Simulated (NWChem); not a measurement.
System meant: MoNHF4; SMILES [F][Mo]([F])([F])([F])=[NH]

NWChem input:

```
start job
memory heap 200 mb stack 900 mb global 1100 mb
geometry units angstroms noautoz
  Mo     0.000000     0.000000    -0.037934
  N      0.000000     0.000000    -1.709506
  H      0.000000     0.000000    -2.727561
  F     -1.147178    -1.368669     0.424576
  F      1.147178     1.368669     0.424576
  F     -1.368669     1.147178     0.424576
  F      1.368669    -1.147178     0.424576
end
basis spherical
  Mo library def2-svp
  N library def2-svp
  H library def2-svp
  F library def2-svp
end
dft
  xc pbe0
  iterations 150
  mulliken
end
task dft energy
```

End of the output:

```
             Northwest Computational Chemistry Package (NWChem) 7.3.0
             --------------------------------------------------------

 C4V symmetry detected

                             Geometry "geometry" -> ""
                             -------------------------

 Output coordinates in angstroms (scale by  1.889725989 to convert to a.u.)

  No.       Tag          Charge          X              Y              Z
 ---- ---------------- ---------- -------------- -------------- --------------
    1 Mo                  42.0000     0.00000000     0.00000000    -0.02627592
    2 N                    7.0000     0.00000000     0.00000000    -1.69784792
    3 H                    1.0000     0.00000000     0.00000000    -2.71590292
    4 F                    9.0000     1.78585335     0.00000000     0.43623408
    5 F                    9.0000    -1.78585335     0.00000000     0.43623408
    6 F                    9.0000     0.00000000    -1.78585335     0.43623408
    7 F                    9.0000     0.00000000     1.78585335     0.43623408

 Effective nuclear repulsion energy (a.u.)     683.7637536233

      Symmetry information
      --------------------

 Group name             C4v
 Group number             18
 Group order               8
 No. of unique centers     4

                                 NWChem DFT Module
                                 -----------------

 Summary of "ao basis" -> "ao basis" (spherical)
 ------------------------------------------------------------------------------
       Tag                 Description            Shells   Functions and Types
 ---------------- ------------------------------  ------  ---------------------
 Mo                         def2-svp                11       31   5s3p2d1f
 N                          def2-svp                 6       14   3s2p1d
 H                          def2-svp                 3        5   2s1p
 F                          def2-svp                 6       14   3s2p1d

      Symmetry analysis of basis
      --------------------------

        a1         30
        a2          4
        b1         14
        b2          8
        e          50

            General Information
            -------------------
          SCF calculation type: DFT
          Wavefunction type:  closed shell.
          No. of atoms     :     7
          No. of electrons :    86
           Alpha electrons :    43
            Beta electrons :    43
          Charge           :     0
          Spin multiplicity:     1
          Use of symmetry is: on ; symmetry adaption is: on
          Maximum number of iterations: 150
          AO basis - number of functions:   106
                     number of shells:    44
          Convergence on energy requested:  1.00D-06
          Convergence on density requested:  1.00D-05
          Convergence on gradient requested:  5.00D-04

              XC Information
              --------------
                         PBE0 Method XC Functional
                     Hartree-Fock (Exact) Exchange  0.250
          PerdewBurkeErnzerhof Exchange Functional  0.750
            Perdew 1991 LDA Correlation Functional  1.000 local
           PerdewBurkeErnz. Correlation Functional  1.000 non-local

             Grid Information
             ----------------
          Grid used for XC integration:  medium
          Radial quadrature: Mura-Knowles
          Angular quadrature: Lebedev.
          Tag              B.-S. Rad. Rad. Pts. Rad. Cut. Ang. Pts.
          ---              ---------- --------- --------- ---------
          Mo                  1.45      123           9.0       590
          N                   0.65       49           8.0       434
          H                   0.35       45          11.0       434
          F                   0.50       49          10.0       434
          Grid pruning is: on
          Number of quadrature shells:   266
          Spatial weights used:  Erf1

      Superposition of Atomic Density Guess
      -------------------------------------

 Sum of atomic energies:       -1236.24034327

      Non-variational initial energy
      ------------------------------

 Total energy =   -1244.152124
 1-e energy   =   -3026.061655
 2-e energy   =    1098.145777
 HOMO         =      -1.757656
 LUMO         =      -1.707146

      Symmetry analysis of molecular orbitals - initial
      -------------------------------------------------

  Numbering of irreducible representations:

     1 a1          2 a2          3 b1          4 b2          5 e

  Orbital symmetries:

     1 a1          2 a1          3 e           4 e           5 b1
     6 a1          7 a1          8 e           9 e          10 a1
    11 a1         12 b1         13 e          14 e          15 b2
    16 a1         17 a1         18 e          19 e          20 b1
    21 e          22 e          23 b2         24 a1         25 e
    26 e          27 b1         28 a1         29 a1         30 e
    31 e          32 b2         33 e          34 e          35 a1
    36 b1         37 e          38 e          39 a2         40 e
    41 e          42 b1         43 a1         44 a1         45 e
    46 e          47 a1         48 b2         49 e          50 e
    51 a1         52 b1         53 a1

     ---------------------------------------------
      Total Density - Mulliken Population Analysis
     ---------------------------------------------

    Atom       Charge   Shell Charges
 -----------   ------   -------------------------------------------------------
    1 Mo  42    43.35   2.01  2.06  2.17 -0.13  0.04  6.12  6.44 -0.34 10.53  0.09 14.36
    2 N    7     8.10   1.99  1.07  0.63  3.48  0.78  0.16
    3 H    1     0.30   0.22  0.03  0.05
    4 F    9     8.56   1.99  1.12  0.90  2.94  1.56  0.05
    5 F    9     8.56   1.99  1.12  0.90  2.94  1.56  0.05
    6 F    9     8.56   1.99  1.12  0.90  2.94  1.56  0.05
    7 F    9     8.56   1.99  1.12  0.90  2.94  1.56  0.05

   convergence    iter        energy       DeltaE   RMS-Dens  Diis-err
 ---------------- ----- ----------------- --------- --------- ---------
 d= 0,ls=0.0,diis     1  -1285.6694140724 -1.97D+03  2.19D-01  3.70D+01
 d= 0,ls=0.0,diis     2  -1284.7766100595  8.93D-01  1.26D-01  3.31D+01
 d= 0,ls=0.0,diis     3  -1287.2922594016 -2.52D+00  6.11D-02  1.54D+01
 d= 0,ls=0.0,diis     4  -1288.9248861217 -1.63D+00  1.16D-02  9.01D-02
 d= 0,ls=0.0,diis     5  -1288.9224103228  2.48D-03  4.73D-03  1.21D-01
  Resetting Diis
 d= 0,ls=0.0,diis     6  -1288.9354001261 -1.30D-02  1.12D-03  2.68D-03
 d= 0,ls=0.0,diis     7  -1288.9356464135 -2.46D-04  1.07D-03  4.23D-04
 d= 0,ls=0.0,diis     8  -1288.9353999153  2.46D-04  8.15D-04  2.66D-03
 d= 0,ls=0.0,diis     9  -1288.9356921282 -2.92D-04  6.98D-05  1.39D-05
 d= 0,ls=0.0,diis    10  -1288.9356932564 -1.13D-06  6.55D-06  6.79D-08
 d= 0,ls=0.0,diis    11  -1288.9356932628 -6.44D-09  1.26D-06  1.80D-09

[...]
```

What is wrong, and how is it mended?

The run ends normally but its numbers are meaningless: the def2 basis of a heavy element holds valence functions alone and wants its effective core potential (without it all electrons must fit into that basis). This input runs:
```
start job
memory heap 200 mb stack 900 mb global 1100 mb
geometry units angstroms noautoz
  Mo     0.000000     0.000000    -0.037934
  N      0.000000     0.000000    -1.709506
  H      0.000000     0.000000    -2.727561
  F     -1.147178    -1.368669     0.424576
  F      1.147178     1.368669     0.424576
  F     -1.368669     1.147178     0.424576
  F      1.368669    -1.147178     0.424576
end
basis spherical
  * library def2-svp
end
ecp
  Mo library def2-ecp
end
dft
  xc pbe0
  iterations 150
  mulliken
end
task dft energy
```
It converges to -522.29179 Ha (PBE0/def2-SVP with def2 effective core potentials on Mo). The faulty run gave -1288.936 Ha, with all electrons squeezed into the valence basis.
